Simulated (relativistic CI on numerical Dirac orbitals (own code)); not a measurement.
# Hf+: resonant inelastic scattering at the O2,3 edge

Computed with this model: Dirac-Coulomb-Breit CI, separate exchange-only KLI orbitals for each configuration, model QED (radiative potential, 1s self-energy scaled to tabulated hydrogen-like ionisation energies), Kramers-Heisenberg scattering through one core-hole configuration in a parametric crystal field, unscaled Slater integrals; configurations [Xe] 4f14 5d3 → [Kr] 4d10 4f14 5s2 5p5 5d4; 300 K; core-hole width 1.5 eV; summed over polarisations. Incident energies are the highest absorption maxima for each field (at most a few, so the weaker spin-orbit partner edge can be absent), on the computed scale of the free ion. Intensities are in per cent of the strongest line above 0.02 eV; levels within 1 cm⁻¹ are merged; final levels count from the ground level, the first row holds all elastic scattering, lines under 0.4 are left out and each table stops after 24 rows. The scale of the Slater integrals is a model choice and moves the terms in proportion. The configuration is assumed, with all valence electrons in the open shell; the free ion's ground configuration is another.

Field parameters in Wybourne normalisation: Oh B⁴₀ = 21Dq, B⁴₄ = √(5/14) B⁴₀. The field is a parameter set, without covalency.

S is read from ⟨S²⟩ = S(S + 1).

Oh, 10Dq = 4050 cm⁻¹:

```tsv
Final level (eV)	Degeneracy	Irrep	S	33.9 eV	37.6 eV	43.2 eV
0.000	4	Γ8	1.49	318.9	234.6	193.6
0.483	4	Γ8	1.48	17.8	100.0	82.7
0.491	2	Γ7	1.50	5.5	22.8	27.9
0.548	4	Γ8	1.49	8.3	63.3	41.2
0.571	2	Γ6	1.49	5.2	11.3	14.9
0.826	2	Γ7	1.48	2.9	15.5	20.1
0.875	4	Γ8	1.46	5.4	19.5	33.7
0.947	4	Γ8	1.41	4.0	6.8	26.6
1.006	2	Γ6	1.45	1.9	2.2	6.6
1.249	4	Γ8	0.58	6.5	7.1	5.2
1.324	2	Γ6	0.56	3.7	15.0	10.6
1.334	4	Γ8	0.70	5.8	10.3	8.1
1.600	2	Γ6	1.28	1.3	13.1	31.3
1.601	4	Γ8	1.19	3.9	26.2	30.8
1.629	2	Γ7	0.54	2.4	2.8	2.0
1.672	4	Γ8	0.73	9.3	19.1	14.2
1.705	2	Γ6	0.72	0.2	3.5	3.3
1.763	4	Γ8	1.38	5.5	6.7	31.7
1.769	2	Γ7	1.40	1.2	4.5	17.2
1.816	2	Γ6	0.64	1.4	4.2	4.5
1.834	4	Γ8	0.66	1.3	3.8	3.7
1.887	2	Γ7	0.66	0.3	2.3	0.2
1.985	4	Γ8	0.66	1.0	2.4	4.4
2.075	4	Γ8	0.57	1.2	3.0	5.2
```

Oh, 10Dq = 9100 cm⁻¹:

```csv
Final level (eV),Degeneracy,Irrep,S,33.7 eV,41.3 eV,43.8 eV
0.000,4,Γ8,1.49,506.4,218.4,281.6
1.056,4,Γ8,1.29,12.6,76.8,97.6
1.096,2,Γ7,1.50,10.5,37.5,49.9
1.137,4,Γ8,1.47,5.6,54.7,89.4
1.152,2,Γ6,1.40,4.0,26.0,29.3
1.274,4,Γ8,0.60,5.6,11.7,16.4
1.359,4,Γ8,0.87,17.8,12.0,23.9
1.384,2,Γ6,0.70,2.9,14.4,5.5
1.656,2,Γ7,1.37,1.1,33.6,48.0
1.705,4,Γ8,1.38,5.2,47.4,100.0
1.781,2,Γ6,1.43,3.9,1.8,9.5
1.818,4,Γ8,1.45,2.7,14.1,32.3
1.913,4,Γ8,0.71,8.8,7.1,20.6
1.972,2,Γ7,0.72,1.0,1.4,1.3
2.243,2,Γ6,0.66,0.1,19.2,15.9
2.396,4,Γ6+Γ7,0.53,5.6,12.3,8.5
2.400,4,Γ8,0.55,8.6,6.8,18.9
2.448,4,Γ8,0.79,1.3,24.8,27.9
2.612,4,Γ8,0.82,2.7,21.7,16.3
2.695,2,Γ6,1.30,0.8,21.9,13.1
2.713,4,Γ8,1.17,1.7,30.4,11.3
2.733,2,Γ7,1.49,0.6,4.6,5.9
2.786,4,Γ8,1.26,0.3,9.4,21.5
2.927,2,Γ6,0.74,0.8,6.3,9.2
```

Oh, 10Dq = 14200 cm⁻¹:

```
Final level (eV)  Degeneracy  Irrep     S  33.9 eV  42.5 eV  44.7 eV
           0.000           4     Γ8  1.50    460.6    227.1    224.5
           1.257           4     Γ8  0.59      6.5     29.0     12.0
           1.319           4     Γ8  0.53      4.7     17.2      9.1
           1.360           2     Γ6  0.55      2.6     17.8      6.8
           1.718           2     Γ7  1.48      8.0     24.1     45.3
           1.744           4     Γ8  1.44      8.8     47.7    100.0
           1.817           4     Γ8  1.45      8.7     46.2     59.0
           1.819           2     Γ6  1.48      1.7     14.3     20.0
           2.000           4     Γ8  0.63      6.3     21.9     25.2
           2.015           2     Γ7  0.62      1.1     12.9     14.7
           2.454           2     Γ6  1.45      4.5      3.1      8.0
           2.478           4     Γ8  1.48      3.1     35.2     98.9
           2.481           2     Γ7  1.44      0.3     18.1     27.8
           2.491           4     Γ8  1.49      5.6     18.9     41.1
           2.862           2     Γ6  0.61      0.2     14.3      7.6
           3.033           2     Γ6  0.51      1.4      3.8      0.7
           3.036           2     Γ7  0.51      2.6      9.4      3.1
           3.042           4     Γ8  0.52      8.1      8.3     12.9
           3.117           4     Γ8  0.54      1.0     14.5     16.3
           3.264           4     Γ8  0.54      1.6     10.9      6.8
           3.551           2     Γ6  0.57      1.0     10.6      4.9
           3.564           4     Γ8  0.62      2.9     19.4      7.9
           3.840           2     Γ7  1.40      0.4      3.7      1.6
           3.871           4     Γ8  1.43      0.3     19.4     13.9
```

For the first field the strongest loss at the lowest incident energy is the level at 0.48 eV (S = 1.48, against 1.49 in the thermal ground state). Levels of other spin, the first over 8 % at 1.32 eV, appear because spin-orbit coupling of the core hole, and in heavier ions of the valence shell too, mixes spins.
